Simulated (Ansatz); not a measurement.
C3H8Be, SMILES [CH3][Be][CH2]C.

The structure is a stationary point at PBE-D3(BJ)/def2-SVP. The structure was generated by enumeration; whether it is a known compound was not checked. One conformer was computed; it need not be the lowest.

Two levels are set side by side: PBE/def2-SVPD (Ansatz, a program for electronic structure) and PBE0/def2-SVPD (Ansatz). Energy differences of separate SCF runs at the same geometry; the states with an electron removed or added have multiplicity 2 and 2. Differences are taken from unrounded values.

```tsv
quantity	PBE
vertical ionisation energy (eV)	9.49
vertical singlet–triplet gap (eV)	5.46
```

Q: These are the PBE values. What does PBE0 give? (The exact figures need the calculation; the answer reports its results.)

A: 
```tsv
quantity	PBE0	PBE minus PBE0
vertical ionisation energy (eV)	9.81	-0.32
vertical singlet–triplet gap (eV)	5.85	-0.39
```
